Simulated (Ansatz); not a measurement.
Ideal-gas functions of `[OH][W]([F])([F])([F])([Cl])[Cl]` at 298.15 K and 1 bar, from an Ansatz frequency run at PBE0-D4/def2-TZVP.

Molar mass 328.75 g/mol, point group Cs (symmetry number 1), electronic degeneracy 1, moments of inertia 254.182, 499.345, 503.969 u Å². Harmonic wavenumbers (cm⁻¹, unscaled): 89, 94, 135, 149, 223, 234, 253, 269, 309, 351, 355, 381, 470, 664, 692, 708, 794, 3922.

Use S(trans) = R[1.5 ln M + 2.5 ln T − 1.1517]; rotational temperatures θ = 24.2544 K / I; S(rot) = R[ln(√π/σ · √(T³/θAθBθC)) + 1.5]; for each mode x = 1.438777 ν̃/T, S = R[x/(eˣ − 1) − ln(1 − e⁻ˣ)] and H = RT x/(eˣ − 1); 1 cm⁻¹ = 0.0119627 kJ/mol; R = 8.31446 J/(mol·K).

Task: By hand: the entropy, in J/(mol·K).

Result: Translation 181.1. Rotation: θ = 0.0954, 0.0486, 0.0481 K, giving 123.2. Vibration, mode by mode: 15.41, 14.96, 12.02, 11.23, 8.09, 7.73, 7.15, 6.71, 5.72, 4.86, 4.79, 4.33, 3.09, 1.47, 1.32, 1.24, 0.89, 0.00, in all 111.0. Electronic 0.0. Sum 415.3 J/(mol·K).

Task: By hand: H − E and G − E in kJ/mol, counted from the electronic energy.

Result: Zero-point energy ½ × 10092 × 0.0119627 = 60.4; thermal vibration 18.2; translation, rotation and pV give 4 RT = 9.9. H − E = 88.5 kJ/mol, and G − E = 88.5 − 298.15 × 415.3/1000 = -35.3 kJ/mol.

Vibration gives 27 % of the entropy, 53.6 J/(mol·K) of it from the modes under 150 cm⁻¹: soft modes count most, and the harmonic formula is weakest for them. The sum counts one conformer and one mirror image; others add a mixing term.
